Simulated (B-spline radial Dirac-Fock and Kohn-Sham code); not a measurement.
**Dipole and non-dipole photoemission parameters of C 2p1/2**

System: neutral carbon, [He] 2s2 2p2; threshold 8.22 eV (orbital energy of the model). The computed values come from an atomic code on a B-spline grid: Dirac-Hartree-Slater photoionisation with a Latter tail; cross sections with all multipoles, angular parameters from the dipole term and its interference with E2.

Input file task.json (cfg lists n, l and occupation; rrms is the nuclear radius in fm):

```json
{"items": [{
  "Z": 6,
  "q": 0,
  "cfg": [[1, 0, 2], [2, 0, 2], [2, 1, 2]],
  "A": 12,
  "rrms": 2.4702,
  "do": "xps",
  "hv": [61.5, 68.9, 75.4, 80, 95.0, 100, 133.0, 150, 239.0, 301.0, 384.0, 400, 408.0, 469.0, 602.0, 707.0, 743.0, 1000, 1190.0, 1200.0, 1253.6, 1740.0, 1900.0, 4540.0, 4680.0, 4890.0, 5110.0, 6000, 12000, 14000.0],
  "edges": {"K": 284.2}
}]}
```

Run with: `python xray2_run.py task.json out`

For linearly polarised light dσ/dΩ = σ/(4π) [1 + β P₂(cos θ) + (δ + γ cos²θ) sin θ cos φ], with θ from the polarisation vector and φ the angle between the beam and the projection of the electron momentum on the plane normal to the polarisation.

| hν (eV) | σ (kb) | β | γ | δ |
| --- | --- | --- | --- | --- |
| 61.5 | 205 | 1.513 | 0.085 | 0.007 |
| 68.9 | 151 | 1.505 | 0.097 | 0.008 |
| 75.4 | 118 | 1.495 | 0.108 | 0.008 |
| 80 | 100 | 1.486 | 0.115 | 0.009 |
| 95 | 61.3 | 1.450 | 0.136 | 0.010 |
| 100 | 52.8 | 1.436 | 0.142 | 0.010 |
| 133 | 22.7 | 1.337 | 0.173 | 0.013 |
| 150 | 15.7 | 1.286 | 0.184 | 0.015 |
| 239 | 3.66 | 1.062 | 0.223 | 0.025 |
| 301 | 1.76 | 0.949 | 0.239 | 0.031 |
| 384 | 0.798 | 0.831 | 0.260 | 0.039 |
| 400 | 0.697 | 0.812 | 0.264 | 0.041 |
| 408 | 0.653 | 0.803 | 0.266 | 0.041 |
| 469 | 0.411 | 0.741 | 0.280 | 0.047 |
| 602 | 0.176 | 0.634 | 0.307 | 0.058 |
| 707 | 0.100 | 0.570 | 0.325 | 0.067 |
| 743 | 0.0838 | 0.552 | 0.331 | 0.070 |
| 1000 | 0.0286 | 0.450 | 0.364 | 0.090 |
| 1190 | 0.0151 | 0.400 | 0.385 | 0.102 |
| 1200 | 0.0146 | 0.398 | 0.386 | 0.103 |
| 1253.6 | 0.0124 | 0.386 | 0.393 | 0.106 |
| 1740 | 0.00359 | 0.294 | 0.452 | 0.134 |
| 1900 | 0.00255 | 0.266 | 0.466 | 0.142 |
| 4540 | 7.94e-05 | 0.106 | 0.560 | 0.245 |
| 4680 | 7.04e-05 | 0.107 | 0.569 | 0.249 |
| 4890 | 5.91e-05 | 0.108 | 0.583 | 0.255 |
| 5110 | 4.97e-05 | 0.109 | 0.600 | 0.261 |
| 6000 | ? | ? | ? | ? |
| 12000 | 1.46e-06 | 0.009 | 0.847 | 0.424 |
| 14000 | 7.70e-07 | 0.013 | 0.880 | 0.457 |

Question: Give the values at 6000 eV.

Answer: σ = 2.62e-05 kb, β = 0.107, γ = 0.672, δ = 0.284.
